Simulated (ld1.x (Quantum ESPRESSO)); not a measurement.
## zirconium: excitation energies, all-electron against TM

zirconium (Zr), norm-conserving Troullier–Martins (Kleinman–Bylander form), made with ld1.x (Quantum ESPRESSO) 7.5 (PBEsol, scalar-relativistic). Core [Ar] 3d10 4s2, reference 4p6 4d2 5s2 5p0. Waves: 4p (bound): rc 1.70 bohr; 4d (bound): rc 2.70 bohr; 5s (bound): rc 3.10 bohr. Local part: the s channel. Core correction: a·sin(br)/r model core inside 1.35 bohr.

Energies are relative to the spin-unpolarised reference configuration 4p6 4d2 5s2 5p0; without spin polarisation the order of configurations can differ from experiment. The frozen-core shift is the all-electron ΔE with the core orbitals held at their reference shape minus the fully relaxed ΔE.

Question: Give the all-electron excitation energy and the error of the potential for: 4p6 4d2 5s1 5p0; 4p6 4d2 5s0 5p0; 4p6 4d1 5s0 5p0; 4p6 4d2 5s1.5 5p0; 4p6 4d2 5s0 5p2; 4p6 4d1 5s2 5p1; 4p6 4d2 5s0 5p1.

Answer:

```tsv
valence configuration	charge	ΔE all-electron (eV)	error AE − PS (meV)	frozen-core shift (meV)
4p6 4d2 5s1 5p0	+1	7.171	-5.1	+1.0
4p6 4d2 5s0 5p0	+2	20.080	-35	+3.4
4p6 4d1 5s0 5p0	+3	42.665	-34	+31
4p6 4d2 5s1.5 5p0	+0.5	2.895	-1.3	+0.4
4p6 4d2 5s0 5p2	0	6.266	-1131	+0.8
4p6 4d1 5s2 5p1	0	3.023	-691	+5.9
4p6 4d2 5s0 5p1	+1	10.916	-826	+1.5
```
